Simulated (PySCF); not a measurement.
How methods differ on the ionisation energy of B²⁺

B²⁺ [He] 2s1 (2S) → B³⁺ 1s2 (1S), as a difference of total energies. Calculation: PySCF 2.14, in aug-cc-pVDZ; no relativity, point nucleus. The calculations carry no spin-orbit coupling.

```csv
method,ionisation energy (eV),error (eV)
UHF,37.722,-0.209
PBE0,38.104,+0.173
r2SCAN,37.747,-0.184
```

Reference: 37.931 eV (measured; NIST Atomic Spectra Database, ionization energies).
